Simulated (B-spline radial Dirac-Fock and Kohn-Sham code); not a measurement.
**Elastic scattering of 58.3 eV electrons by the Bi atom**

Level of theory: relativistic (Dirac) partial waves in the static field of the Dirac-Fock atom with Furness-McCarthy exchange, without polarisation or absorption potentials; a radial finite-basis atomic code. Below a few hundred eV the neglected polarisation potential matters, most of all at small angles.

| θ (°) | dσ/dΩ (a₀²/sr) | Sherman function |
| --- | --- | --- |
| 0 | 41.4 | 0.000 |
| 10 | 28.3 | -0.014 |
| 20 | 10.7 | -0.041 |
| 30 | 4.71 | -0.024 |
| 40 | 3.79 | 0.075 |
| 50 | 3.11 | 0.170 |
| 60 | 2.19 | 0.241 |
| 70 | 1.28 | 0.239 |
| 80 | 0.706 | -0.013 |
| 90 | 0.840 | -0.318 |
| 100 | 1.65 | -0.223 |
| 110 | 2.45 | -0.126 |
| 120 | 2.38 | -0.070 |
| 130 | 1.35 | -0.030 |
| 140 | 0.303 | 0.047 |
| 150 | 0.520 | 0.010 |
| 160 | 2.32 | -0.009 |
| 170 | 4.59 | -0.005 |
| 180 | 5.62 | 0.000 |

Q: What integrated cross sections go with this distribution?

A: The total elastic cross section is 33.1 a₀², the first transport cross section 20.9 a₀² and the second, weighted with (3/2) sin²θ, 22.4 a₀². The mean deflection is ⟨1 − cos θ⟩ = 0.633, and 32 % of the collisions scatter beyond 90°.

On this grid of angles the cross section has minima near 80°, 140°, from interference among the few low partial waves with large phase shifts.

Phase shifts modulo π (rad) for κ = −1 to −5: -0.820, -0.269, -0.210, -1.351, 0.600.

Values without a named source are computed, but for edge energies of neutral atoms, which are taken from tables.
